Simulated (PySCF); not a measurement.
## Vibration and rotation of ZnSi

PBEsol constants of ZnSi, ³Σ⁻ (triplet), unpaired electrons π ↑↑ (PySCF, no relativity, basis sets Zn def2-SVPD, Si def2-SVPD; masses 63.9291 and 27.9769 u):

* ωe: 305.8 cm⁻¹
* ωexe: 1.82 cm⁻¹
* Be: 0.16081 cm⁻¹
* αe: 0.00121 cm⁻¹
* D (centrifugal): 1.78e-07 cm⁻¹
* De to Zn + Si: 1.56 eV

Q: Give the vibrational terms G(v) and spacings up to v = 6.

A: G(v) = ωe(v+½) − ωexe(v+½)².

| v | G(v) (cm⁻¹) | G(v) − G(v−1) | Bv (cm⁻¹) |
| --- | --- | --- | --- |
| 0 | 152.4 |  | 0.1602 |
| 1 | 454.6 | 302.2 | 0.1590 |
| 2 | 753.1 | 298.5 | 0.1578 |
| 3 | 1048.0 | 294.9 | 0.1566 |
| 4 | 1339.2 | 291.2 | 0.1554 |
| 5 | 1626.8 | 287.6 | 0.1542 |
| 6 | 1910.8 | 284.0 | 0.1529 |

Q: How well does the Morse estimate ωe²/(4ωexe) reproduce De, and what is D0?

A: It gives 1.59 eV, 102 % of the computed De. D0 = De − G(0) = 1.56 − 0.02 = 1.54 eV.

The state is the lowest determinant that a PBE0 search found; another state may lie lower at other levels.
